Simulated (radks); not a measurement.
The mean radii <r> (bohr) of the occupied orbitals of an atom or ion are listed with their occupations. Calculated with a radial shooting solver on a logarithmic mesh with Libxc functionals: scalar-relativistic Kohn-Sham, PBE, spin-polarised, spherical densities, point nucleus.

orbital  occ.     <r>
1s          2  0.1579
2s          2  0.8970
2p          6  0.9815

Name the element and its charge. Open shells, if any, are filled with parallel spins first.

Answer. Z = 10, neon, charge 0: Ne in [Ne]. The 1s radius gives Z: for a bare nucleus <r> = (2 gamma + 1)/(2Z) with gamma = sqrt(1 - (Z/c)^2), 0.1497 bohr for Z = 10, and screening makes it slightly larger (0.1579 here). The occupations add up to 10, and the charge is Z minus that.
